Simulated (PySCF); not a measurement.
## Radial density of F⁺ (fluorine, charge +1)

UHF, [He] 2s1 2p4 3d1, one real determinant (an excited configuration). All numbers are calculated (PySCF 2.14, no relativity, point nucleus, in aug-cc-pwCVQZ (9s8p6d4f2g, 109 functions)).

```json
{"r (bohr)": "0.00279", "4πr²ρ (e/bohr)": "0.04096", "4πr²(ρα − ρβ)": "0.0013"}
{"r (bohr)": "0.00469", "4πr²ρ (e/bohr)": "0.1118", "4πr²(ρα − ρβ)": "0.0035"}
{"r (bohr)": "0.00790", "4πr²ρ (e/bohr)": "0.2989", "4πr²(ρα − ρβ)": "0.0095"}
{"r (bohr)": "0.0133", "4πr²ρ (e/bohr)": "0.7673", "4πr²(ρα − ρβ)": "0.0243"}
{"r (bohr)": "0.0223", "4πr²ρ (e/bohr)": "1.847", "4πr²(ρα − ρβ)": "0.0583"}
{"r (bohr)": "0.0376", "4πr²ρ (e/bohr)": "3.979", "4πr²(ρα − ρβ)": "0.1245"}
{"r (bohr)": "0.0632", "4πr²ρ (e/bohr)": "7.149", "4πr²(ρα − ρβ)": "0.2197"}
{"r (bohr)": "0.106", "4πr²ρ (e/bohr)": "9.531", "4πr²(ρα − ρβ)": "0.2917"}
{"r (bohr)": "0.179", "4πr²ρ (e/bohr)": "8.011", "4πr²(ρα − ρβ)": "0.3549"}
{"r (bohr)": "0.301", "4πr²ρ (e/bohr)": "4.493", "4πr²(ρα − ρβ)": "1.0151"}
{"r (bohr)": "0.506", "4πr²ρ (e/bohr)": "4.737", "4πr²(ρα − ρβ)": "2.7669"}
{"r (bohr)": "0.851", "4πr²ρ (e/bohr)": "4.825", "4πr²(ρα − ρβ)": "3.0628"}
{"r (bohr)": "1.43", "4πr²ρ (e/bohr)": "1.715", "4πr²(ρα − ρβ)": "1.0211"}
{"r (bohr)": "2.41", "4πr²ρ (e/bohr)": "0.5723", "4πr²(ρα − ρβ)": "0.5082"}
{"r (bohr)": "4.05", "4πr²ρ (e/bohr)": "0.1303", "4πr²(ρα − ρβ)": "0.1295"}
{"r (bohr)": "6.81", "4πr²ρ (e/bohr)": "1.459e-05", "4πr²(ρα − ρβ)": "0.0000"}
```

⟨L²⟩ = 8.00 against 12 for a pure F term, so this real determinant mixes terms. The outer electron is Rydberg-like, and this basis confines it to a smaller radius and binds it less than a complete one would.
